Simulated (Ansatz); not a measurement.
# A geometry optimisation of InOPSi with r2SCAN-D4/def2-SVP

The starting geometry of this gas-phase triplet was optimised with GFN2-xTB.

```yaml
atoms:
  - { symbol: In, position_ang: [0.0097, -2.7170, -2.9013] }
  - { symbol: O, position_ang: [-1.6432, -1.5723, -2.5783] }
  - { symbol: P, position_ang: [-3.2486, -0.0706, -0.1339] }
  - { symbol: Si, position_ang: [-2.8841, -0.6700, -2.1674] }
```

**Question.** Predict what it relaxes into with r2SCAN-D4/def2-SVP.

**Answer.** A new bond forms, giving a structure given below by its coordinates. Distances that change by over a tenth: In1–O2 (2.04 → 2.25 Å). Contacts that close: In1–P3 (5.03 → 2.84 Å).

The energy falls by 0.35 eV over 19 steps:

| step | E − E(last) (eV) |
| --- | --- |
| 1 | 0.351 |
| 3 | 0.296 |
| 5 | 0.295 |
| 7 | 0.292 |
| 9 | 0.290 |
| 11 | 0.287 |
| 13 | 0.230 |
| 15 | 0.036 |
| 17 | 0.001 |
| 19 | 0.000 |

Final geometry (Å):

```xyz
4

In   -0.4067   -2.1298   -1.8467
O    -2.1081   -1.6303   -3.2296
P    -2.3728   -0.7991   -0.2946
Si   -2.8785   -0.4707   -2.4100
```

No frequencies were run, so the end isn't proven a minimum. Open shells are spin-unrestricted. The triplet needn't be the ground state. Atoms past krypton carry core potentials, without spin–orbit terms. Run with Ansatz 0.2.0, 8.3 min on 1 thread of AMD EPYC (Zen 3), with other jobs on the host.
